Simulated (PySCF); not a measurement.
## Assignment exercise: C$_{7}$H$_{7}$N$_{3}$

Geometry:
```tsv
atom	x (Å)	y (Å)	z (Å)
C1	-1.104	2.761	-0.415
C2	-1.166	1.582	-0.198
C3	-1.213	0.190	0.044
N4	-2.329	-0.320	0.556
N5	-2.411	-1.598	0.775
C6	-1.387	-2.365	0.468
N7	-0.227	-1.948	-0.032
C8	-0.110	-0.652	-0.248
C9	1.192	-0.125	-0.752
C10	1.987	0.496	0.401
H11	-1.061	3.793	-0.601
H12	-1.496	-3.426	0.643
H13	1.756	-0.953	-1.184
H14	1.008	0.633	-1.516
H15	2.938	0.873	0.033
H16	1.433	1.320	0.845
H17	2.182	-0.249	1.168
```

Computational details: GFN2-xTB geometry, shieldings: GIAO PBE0/pcSseg-1, in PySCF 2.14.0 with density-fitted response routines (in vacuum, relativity neglected, a single conformation, averaged over atoms made equivalent by symmetry, fast rotation or ring inversion).

Referencing at the same level of theory: TMS for $^{13}$C, $^{1}$H.

(1) Assign these signals to the numbered atoms. $^{13}$C{$^{1}$H} NMR (computed): δ 173.6, 157.8, 153.2, 100.3, 83.6, 34.4, 15.9.

(2) Assign these signals to the numbered atoms. $^{1}$H NMR (300 MHz, computed): δ 9.74 (s, 1H), 3.61 (s, 1H), 3.07 (q, 2H), 1.41 (t, 3H).

## Answers

(1) 
173.6 → C8, substituted aromatic carbon next to a ring nitrogen
157.8 → C6, aromatic CH between two ring heteroatoms
153.2 → C3, substituted aromatic carbon next to a ring nitrogen
100.3 → C1, terminal alkyne carbon: the triple bond shields along its axis, which puts it between sp3 and sp2 carbons
83.6 → C2, alkyne carbon: the triple bond shields along its axis, which puts it between sp3 and sp2 carbons
34.4 → C9, sp3 CH2 on an aromatic ring: saturated and bonded to C and H only
15.9 → C10, methyl carbon: aliphatic region, no heteroatom directly attached

(2) 
9.74 → H12, hydrogen on an aromatic CH between two ring heteroatoms: it sits in the deshielding region of the aromatic ring current
3.61 → H11, hydrogen on a terminal alkyne carbon
3.07 → H13/H14, hydrogen on an sp3 CH2 on an aromatic ring: benzylic-type position, deshielded by the ring
1.41 → H15/H16/H17, hydrogen on a methyl carbon

Shifts are as computed. Against solution values, carbons near 30 ppm lie about +3 ppm off and those near 130 ppm about +5 ppm. Of 1211 compounds with measured shifts, 218 miss one by over three times the rms of a fit or turn the order of signals round; such compounds aren't used in these exercises. Multiplicities follow the n + 1 count of equivalent neighbours, as no J values were calculated; m marks all less simple cases, F and P coupling included.
